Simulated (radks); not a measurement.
Problem. These are the eigenvalues of the occupied orbitals of an atom or ion with whole-number occupations (eV). Method: Dirac Kohn-Sham, XLYP, spin-unpolarised, spherical densities, finite nucleus; Fermi nuclear charge, rms radius of each element as measured or else 0.836 A^(1/3) + 0.57 fm; computed with a radial shooting solver on a logarithmic mesh with Libxc functionals.

1s1/2: -43378.91
2s1/2: -7023.754
2p1/2: -6646.268
2p3/2: -6125.928
3s1/2: -1533.284
3p1/2: -1371.969
3p3/2: -1268.116
3d3/2: -986.9654
3d5/2: -964.5126
4s1/2: -314.8096
4p1/2: -253.9436
4p3/2: -231.4125
4d3/2: -131.3748
4d5/2: -127.3977
5s1/2: -53.1693
5p1/2: -36.9072
5p3/2: -33.8455
4f5/2: -14.5696

Which element is it, and in what charge state? The configuration may be excited. Open shells, if any, fill j = l - 1/2 first.

Solution. Z = 60, neodymium, charge +2: Nd2+ in [Xe] 4f4. The list shows which subshells hold electrons but not how many an open one holds; the 1s level, -1594.1 hartree, gives Z - s = 56.5 by -(Z - s)^2/2, which with screening and relativity narrows Z to a few neighbours, and the depths of the outer levels then fix element, charge and occupations together.
